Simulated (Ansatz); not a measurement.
Program: Ansatz. Geometries: PBE0-D4/def2-TZVP. ΔE: electronic, gas phase. CCSD(T)/CBS is the MP2 limit (def2-TZVPP, def2-QZVPP) plus CCSD(T) − MP2 in def2-TZVPP, frozen cores. Functionals use def2-TZVPP. B3LYP here is the variant with VWN-RPA as its local correlation; programs differ in this. Each species was taken in one conformer, which may not be the lowest.

Reaction (redistribution): `C=C=NB(C)C` + `BCO[SiH3]` → `CB(C)O[SiH3]` + `BCN=C=C`

```json
{"level": "PBE-D4", "ΔE (kJ/mol)": "-43.1", "difference from CCSD(T)/CBS": "14.6"}
{"level": "r2SCAN-D4", "ΔE (kJ/mol)": "-48.0", "difference from CCSD(T)/CBS": "9.7"}
{"level": "PBE0-D4", "ΔE (kJ/mol)": "-48.4", "difference from CCSD(T)/CBS": "9.3"}
{"level": "B3LYP-D4", "ΔE (kJ/mol)": "-47.9", "difference from CCSD(T)/CBS": "9.8"}
{"level": "ωB97X-V", "ΔE (kJ/mol)": "-55.7", "difference from CCSD(T)/CBS": "2.0"}
{"level": "ωB97M-V", "ΔE (kJ/mol)": "-55.4", "difference from CCSD(T)/CBS": "2.3"}
{"level": "B2PLYP", "ΔE (kJ/mol)": "-50.8", "difference from CCSD(T)/CBS": "6.9"}
{"level": "PBE", "ΔE (kJ/mol)": "-41.4", "difference from CCSD(T)/CBS": "16.3"}
{"level": "r2SCAN", "ΔE (kJ/mol)": "-47.6", "difference from CCSD(T)/CBS": "10.1"}
{"level": "PBE0", "ΔE (kJ/mol)": "-46.9", "difference from CCSD(T)/CBS": "10.8"}
{"level": "B3LYP", "ΔE (kJ/mol)": "-45.1", "difference from CCSD(T)/CBS": "12.6"}
{"level": "HF/def2-TZVPP", "ΔE (kJ/mol)": "-57.8", "difference from CCSD(T)/CBS": "-0.1"}
{"level": "MP2/def2-TZVPP", "ΔE (kJ/mol)": "-57.5", "difference from CCSD(T)/CBS": "0.2"}
{"level": "SCS-MP2/def2-TZVPP", "ΔE (kJ/mol)": "-58.1", "difference from CCSD(T)/CBS": "-0.4"}
{"level": "CCSD/def2-TZVPP", "ΔE (kJ/mol)": "-58.7", "difference from CCSD(T)/CBS": "-1.0"}
{"level": "CCSD(T)/def2-TZVPP", "ΔE (kJ/mol)": "-58.1", "difference from CCSD(T)/CBS": "-0.4"}
{"level": "HF/def2-QZVPP", "ΔE (kJ/mol)": "-58.2", "difference from CCSD(T)/CBS": "-0.5"}
{"level": "MP2/def2-QZVPP", "ΔE (kJ/mol)": "-57.4", "difference from CCSD(T)/CBS": "0.3"}
{"level": "SCS-MP2/def2-QZVPP", "ΔE (kJ/mol)": "-58.1", "difference from CCSD(T)/CBS": "-0.4"}
{"level": "HF/CBS(def2)", "ΔE (kJ/mol)": "-58.3", "difference from CCSD(T)/CBS": "-0.6"}
{"level": "MP2/CBS(def2)", "ΔE (kJ/mol)": "-57.1", "difference from CCSD(T)/CBS": "0.6"}
{"level": "CCSD/CBS(def2)", "ΔE (kJ/mol)": "-58.3", "difference from CCSD(T)/CBS": "-0.6"}
{"level": "CCSD(T)/CBS", "ΔE (kJ/mol)": "-57.7", "difference from CCSD(T)/CBS": "0"}
```

Largest T1 diagnostic among the species: 0.014.

From PBE to PBE0 (25 % exact exchange), in def2-TZVPP and without D4, ΔE moves by −5.5 kJ/mol.
